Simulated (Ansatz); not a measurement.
Basis-set extrapolation for `B[Si](C)(F)[SiH3]` (PBE0-D4/def2-TZVP geometry, frozen core, the Gaussian-basis code of Ansatz). Multiplicity 1, RHF reference.

```json
{"": "HF", "def2-TZVPP": "-744.642713", "def2-QZVPP": "-744.668638"}
{"": "MP2 correlation", "def2-TZVPP": "-0.772578", "def2-QZVPP": "-0.833225"}
{"": "CCSD(T) correlation", "def2-TZVPP": "-0.865671", "def2-QZVPP": "not run"}
```

Energies in hartree. Use E(X) = E(∞) + A·exp(−7.88·√X) for Hartree–Fock and E(X) = E(∞) + B·X^(−2.97) for correlation, with X = 3 and 4, and add CCSD(T) minus MP2 of the smaller set to the MP2 limit.

Task: What is the CCSD(T) energy at the basis-set limit?

Result: HF limit: -744.668638 + (-0.025925) × 0.13774 = -744.67221. MP2 limit: -0.833225 + (-0.060647) × 0.74074 = -0.87815. Higher-order term: -0.865671 − (-0.772578) = -0.09309. Total: -745.64345 hartree, 354.6 kJ/mol below CCSD(T)/def2-TZVPP.
